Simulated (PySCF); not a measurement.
GeH₂, SMILES [GeH2] (connectivity only; charge and spin as stated), neutral, multiplicity 1.

The structure is a stationary point at PBE0-D3(BJ)/def2-TZVPD. The isomer is the one that the SMILES or the coordinates give; other isomers of the formula were not compared.

Computed with PySCF with TDA-PBE/def2-TZVPD.

Vertical excitations. Isolated molecule, no solvent. State labels are in the subgroup C2v.

```
state  symmetry  energy (eV)  λ (nm)      f                            main pairs
-----  --------  -----------  ------  -----  ------------------------------------
S1           B1         2.53     491  0.016                        HOMO→LUMO 98 %
S2           A2         3.85     322  0.000                     HOMO−1→LUMO 100 %
S3           A1         5.96     208  0.209                      HOMO→LUMO+1 97 %
S4           B2         6.85     181  0.155                      HOMO→LUMO+2 83 %
S5           A1         7.39     168  0.002                      HOMO→LUMO+3 93 %
S6           B2         7.79     159  0.373                    HOMO−1→LUMO+1 86 %
S7           A2         7.80     159  0.000                     HOMO→LUMO+5 100 %
S8           A1         7.84     158  0.047  HOMO→LUMO+4 76 %, HOMO−1→LUMO+2 24 %
S9           B1         7.90     157  0.135                      HOMO→LUMO+6 94 %
S10          B2         8.61     144  0.014                      HOMO→LUMO+7 99 %
T1           B1         1.36     910      0                       HOMO→LUMO 100 %
T2           A2         3.28     378      0                     HOMO−1→LUMO 100 %
T3           B2         5.30     234      0                      HOMO→LUMO+2 98 %
T4           A1         5.51     225      0                      HOMO→LUMO+1 97 %
```
Triplets are in the Tamm–Dancoff approximation.
